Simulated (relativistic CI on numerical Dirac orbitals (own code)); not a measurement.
**One change at a time: Tm⁴⁺**

Base calculation: Dirac-Coulomb-Breit CI, KLI orbitals optimised for each configuration, a model potential for QED, valence Slater integrals scaled by 0.85, P86 correlation energy added to each configuration.

Configurations in the expansion (outside the closed core [Kr] 4d10): 4f11.5s2.5p6, 4f10.5s2.5p6.5d, 4f13.5s2.5p4, 4f12.5s2.5p5, 4f11.5s2.5p5.5d, 4f10.5s2.5p6.6s, 4f10.5s2.5p6.6p, 4f11.5s2.5p5.5f, 4f11.5s.5p6.5d, 4f11.5s2.5p5.6s, 4f10.5s2.5p6.6d, 4f13.5p6, 4f12.5s.5p6, 4f13.5s.5p5, 4f12.5s.5p5.6s, 4f9.5s2.5p6.6s2. Levels of other configurations are missing.

Variants: (1) Slater integrals left unscaled; (2) self-excluded LDA correlation estimate; (3) QED terms removed; (4) only the first configuration. Shifts of the energy above 4f11.5s2.5p6 4I°_15/2, in cm⁻¹, for the lowest level and the first level of each name with at least 55 % of one term (blank where a level changes its place among those of its configuration and J or its character, or is not in the variant):

| Level | Base | Δ(1) | Δ(2) | Δ(3) | Δ(4) |
| --- | --- | --- | --- | --- | --- |
| 4f11.5s2.5p6 4I°_15/2 | 0.0 | 0.0 | 0.0 | 0.0 | 0.0 |
| 4f11.5s2.5p6 4I°_13/2 | 7581.9 | -39.3 | 0.0 | -35.1 | -1.4 |
| 4f11.5s2.5p6 4I°_11/2 | 11500.2 | +458.9 | -0.1 | -36.4 | +41.7 |
| 4f11.5s2.5p6 4S°_3/2 | 21521.9 | +3278.8 | -0.8 | -6.4 | +451.6 |
| 4f11.5s2.5p6 2H°_11/2 | 21560.9 | +2583.7 | -0.3 | -30.3 | +223.3 |
| 4f11.5s2.5p6 4F°_7/2 | 24180.5 | +2814.8 | -0.2 | -33.7 | +290.9 |
| 4f11.5s2.5p6 4F°_5/2 | 26091.1 | +3120.1 | -0.3 | -32.5 | +348.9 |
| 4f11.5s2.5p6 2K°_15/2 | 29827.4 | +4130.8 | -0.1 | -28.1 | +209.9 |
| 4f11.5s2.5p6 4G°_11/2 | 30659.1 | +3952.4 | -0.3 | -35.5 | +405.2 |
| 4f11.5s2.5p6 2G°_7/2 | 31712.8 | +3921.0 | -0.4 | -37.7 | +340.8 |
| 4f11.5s2.5p6 4G°_9/2 | 32389.4 | +3845.3 | -0.4 | -44.1 | +421.2 |
| 4f11.5s2.5p6 2K°_13/2 | 35907.6 | +4311.9 | -0.2 | -49.6 | +244.9 |
| 4f11.5s2.5p6 2P°_1/2 | 37641.7 | +5052.8 | -1.1 | -34.8 | +629.9 |
| 4f11.5s2.5p6 4G°_5/2 | 39393.6 | +4679.4 | -0.6 | -51.5 | +545.0 |
| 4f11.5s2.5p6 4G°_7/2 | 39419.4 | +4198.2 | -0.4 | -66.4 | +445.4 |
| 4f11.5s2.5p6 2D°_5/2 | 40071.2 | +4836.6 | -0.7 | -50.0 | +559.5 |
| 4f11.5s2.5p6 2I°_11/2 | 45770.4 | +6849.5 | -0.6 | -27.0 | +578.5 |
| 4f11.5s2.5p6 2L°_17/2 | 46034.8 | +6851.5 | 0.0 | -31.0 | +445.8 |
| 4f11.5s2.5p6 4D°_7/2 | 46985.4 | +7109.9 | -0.7 | -22.6 | +838.3 |
| 4f11.5s2.5p6 2I°_13/2 | 48419.7 | +6462.3 | -0.7 | -50.8 | +567.8 |
| 4f11.5s2.5p6 4D°_3/2 | 50480.8 | +7069.7 | -0.7 | -40.3 | +820.1 |
| 4f11.5s2.5p6 2L°_15/2 | 53214.5 | +6748.4 | 0.0 | -65.9 | +434.6 |

At this charge configurations can still be misplaced by up to about 7 % of their energy. Levels and lines within the n = 5 or 6 shells can be off by up to 10 % or somewhat more, and those that change n by about 2 %, since core polarisation is missing. Levels that differ in their count of f electrons can be misplaced by several ten thousand cm⁻¹, since the correlation energy of f electrons is missing or only estimated; rates across such gaps can be off by orders of magnitude.

Ionisation energy from the two ground configurations alone: base 77.26 eV; Slater integrals left unscaled 77.06 eV; self-excluded LDA correlation estimate 77.53 eV.

LS names give the leading component of a level, which can be under half, so a name can repeat, a term be missing and a line seem to break the LS rules.
